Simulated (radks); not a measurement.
Valence configurations of the ytterbium ion Yb3+ (all share [Xe]). Method: scalar-relativistic Kohn-Sham, PBE, spin-unpolarised, spherical densities, finite nucleus; Fermi nuclear charge, rms radius 5.3108 fm; computed with a radial shooting solver on a logarithmic mesh with Libxc functionals. Energies are relative to 4f13; eigenvalues in eV.

valence           E (eV)    e(4f)    e(5d)    e(6p)    e(6s)
4f13               0.000  -35.997        -        -        -
4f12.5 6p0.5      10.009  -41.958        -  -19.640        -
4f12 5d1          13.736  -43.615  -27.039        -        -
4f12 6s1          15.831  -46.891        -        -  -26.744
4f12 6p1          22.434  -48.217        -  -20.885        -
4f11 6p2          55.208  -61.489        -  -23.180        -
4f10.5 5d0.5 6p2  69.029  -65.987  -36.672  -23.436        -
4f10.5 6s0.5 6p2  72.073  -67.840        -  -23.954  -31.519
4f10 5d1 6p2      84.605  -70.617  -37.725  -23.681        -

NIST lists [Xe] 4f13 as the ground configuration; this level of theory agrees among the configurations tried. The energies are those of spherical spin-averaged densities, not of single terms.
